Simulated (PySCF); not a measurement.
SMILES C(C)(C)(CCC=O)C (C₇H₁₄O), singlet (GFN2-xTB optimised geometry):

```
22

C      1.388     0.389     0.000
C     -0.143     0.389     0.000
C     -0.656    -0.307     1.263
C     -0.638     1.840     0.000
C     -0.693    -0.291    -1.265
C     -0.302    -1.755    -1.450
C     -0.889    -2.346    -2.696
O     -1.590    -1.779    -3.485
H      1.783    -0.618     0.105
H      1.761     0.982     0.832
H      1.771     0.819    -0.923
H     -1.741    -0.377     1.248
H     -0.244    -1.309     1.357
H     -0.363     0.257     2.146
H     -0.284     2.365    -0.884
H     -1.725     1.874     0.005
H     -0.275     2.368     0.879
H     -1.783    -0.231    -1.253
H     -0.352     0.264    -2.141
H      0.783    -1.873    -1.515
H     -0.642    -2.368    -0.611
H     -0.610    -3.411    -2.845
```

Level of theory: PBE0/def2-SVP (PySCF).

Task: What are the frontier orbital energies and the dipole moment?

Result: HOMO-2 -9.06 eV, HOMO-1 -9.00 eV, HOMO -7.27 eV, LUMO -0.34 eV, LUMO+1 1.48 eV; dipole moment 2.53 D.

On the same geometry PBE/def2-SVP (PySCF) gives HOMO-2 -7.64 eV, HOMO-1 -7.60 eV, HOMO -5.60 eV, LUMO -1.54 eV, LUMO+1 0.64 eV; dipole moment 2.36 D.

Meta-Löwdin charges at PBE0/def2-SVP: C1 -0.30, C2 0.08, C3 -0.30, C4 -0.30, C5 -0.18, C6 -0.22, C7 0.28, O8 -0.37, H9 0.09, H10 0.10, H11 0.09, H12 0.09, H13 0.09, H14 0.10, H15 0.10, H16 0.10, H17 0.09, H18 0.09, H19 0.09, H20 0.11, H21 0.11, H22 0.05.
